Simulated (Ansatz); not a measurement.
Computed with Ansatz on PBE0-D4/def2-TZVP structures; ΔE is electronic, products minus reactants. CBS: MP2 limit from def2 TZ/QZ plus the TZ coupled-cluster correction, frozen cores. DFT in def2-TZVPP. B3LYP here is the variant with VWN-RPA as its local correlation; programs differ in this. Each species was taken in one conformer, which may not be the lowest.

Reaction (cleavage of the Si–Si bond): `[SiH3][SiH]1BC1` + `CCBO` → `CCBO[SiH3]` + `B1C[SiH2]1`

`[SiH3][SiH]1BC1`:

Z-matrix (Å, degrees):
```
Si
Si 1 2.321
H 1 1.488 2 108.0
H 1 1.487 2 110.4 3 -119.4
H 1 1.488 2 111.7 3 119.8
B 2 1.916 1 128.4 3 6.7
C 2 2.036 1 104.4 3 -35.4
H 2 1.491 1 113.4 3 -170.9
H 6 1.187 2 138.7 1 154.4
H 7 1.091 2 90.4 1 4.0
H 7 1.089 2 136.2 1 -117.7
```

`CCBO`:

Cartesian coordinates in Å:
```
C 0.236 1.330 0.519
C 0.389 -0.177 0.320
B -0.371 -0.743 -0.931
O -1.020 -1.932 -0.938
H -0.802 1.600 0.731
H 0.846 1.695 1.348
H 0.535 1.875 -0.380
H 0.117 -0.714 1.239
H 1.453 -0.406 0.154
H -0.391 -0.146 -1.974
H -0.992 -2.382 -0.088
```

`CCBO[SiH3]`:

Cartesian coordinates in Å:
```
C -2.303 0.842 -0.321
C -1.342 -0.286 0.042
B 0.171 0.016 -0.209
O 1.121 -0.637 0.506
Si 2.772 -0.594 0.453
H -3.347 0.541 -0.208
H -2.161 1.165 -1.355
H -2.146 1.717 0.314
H -1.565 -1.168 -0.581
H -1.495 -0.626 1.072
H 0.528 0.801 -1.057
H 3.234 0.375 -0.575
H 3.263 -1.955 0.127
H 3.268 -0.192 1.792
```

`B1C[SiH2]1`:

Z-matrix (Å, degrees):
```
C
Si 1 2.033
B 1 1.486 2 63.3
H 1 1.088 2 139.0 3 -110.8
H 1 1.093 2 86.3 3 131.3
H 2 1.480 1 102.1 3 -130.0
H 2 1.487 1 125.0 3 104.0
H 3 1.187 1 132.1 2 -141.0
```

CCSD(T)/CBS gives -17.3 kcal/mol.

Task: Another level gave -15.6 kcal/mol. Which?
A. B3LYP-D4/def2-TZVPP
B. revPBE/def2-TZVPP
C. LC-ωPBE/def2-TZVPP
D. BHLYP/def2-TZVPP

Result: C. LC-ωPBE -15.6, revPBE -11.4, B3LYP-D4 -17.5, BHLYP -20.7 kcal/mol.

Task: What do rigid-rotor, harmonic-oscillator terms from PBE0-D4/def2-TZVP frequencies (298.15 K, 1 bar) make of the CCSD(T)/CBS value? (Estimate.)

Result: Computed: ΔZPE = -1.6 kcal/mol, ΔH = -18.9 kcal/mol, ΔS = 2 J/(mol·K), ΔG = -19.1 kcal/mol. Modes under 50 cm⁻¹ make the entropy rough.

Largest T1 diagnostic among the species: 0.014.

At CCSD(T), def2-SVP lies +2.4 kcal/mol from the extrapolated value and def2-TZVPP +0.1 kcal/mol. Leaving LDA and LC-ωPBE aside and taking each functional with its dispersion term where it has one, the values, not all of them listed here, spread over 8.7 kcal/mol, from BHLYP-D4 to PBE-D4. In def2-TZVPP, CCSD(T) changes the Hartree–Fock value by +6.9 kcal/mol (the triples alone add +1.1 kcal/mol) and MP2 by +5.6 kcal/mol.
